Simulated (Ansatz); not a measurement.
Si5W4. The state is a singlet with charge 0. Geometry PBE-D4/def2-SVP; atoms count from 1.

Cartesian coordinates in Å:
```
W -0.4338 -0.3747 -2.2077
W 1.5414 1.1294 -1.3931
W -1.5006 -0.9838 -0.1786
W -0.6372 1.8223 -0.9605
Si 1.2701 1.6340 0.9386
Si 0.1932 -0.4234 1.9366
Si -0.0211 -2.6169 1.1101
Si 1.1156 -1.1998 -0.4900
Si -1.5277 1.0128 1.2444
```

In the def2 sets W takes a core potential; there is no spin–orbit coupling. Another isomer (singlet) lies 0.65 eV lower at PBE0-D4/def2-TZVP; other spin states weren't run for this one.

Q: Estimate the Mulliken populations from the PBE0/def2-TZVP orbitals of Ansatz.

A: 
```
atom  charge (e)  d electrons
  W1        0.03         4.67
  W2        0.14         4.59
  W3        0.31         4.57
  W4        0.27         4.53
 Si5       -0.12            –
 Si6       -0.04            –
 Si7       -0.21            –
 Si8       -0.12            –
 Si9       -0.26            –
```
Mulliken values depend strongly on the basis.

Q: And the Mayer bond orders between heavy atoms (over 0.3)?

A: W1–W2 1.19 (2.61 Å); W1–W3 2.07 (2.37 Å); W1–W4 1.53 (2.53 Å); W1–Si8 0.99 (2.46 Å); W2–W4 2.32 (2.33 Å); W2–Si5 1.35 (2.40 Å); W2–Si8 0.89 (2.53 Å); W3–W4 0.51 (3.04 Å); W3–Si6 0.64 (2.77 Å); W3–Si7 1.03 (2.55 Å); W3–Si8 0.59 (2.64 Å); W3–Si9 1.09 (2.45 Å); W4–Si5 0.71 (2.70 Å); W4–Si9 1.03 (2.51 Å); Si5–Si6 0.62 (2.53 Å); Si6–Si7 0.93 (2.35 Å); Si6–Si8 0.34 (2.71 Å); Si6–Si9 0.81 (2.35 Å); Si7–Si8 0.74 (2.42 Å).
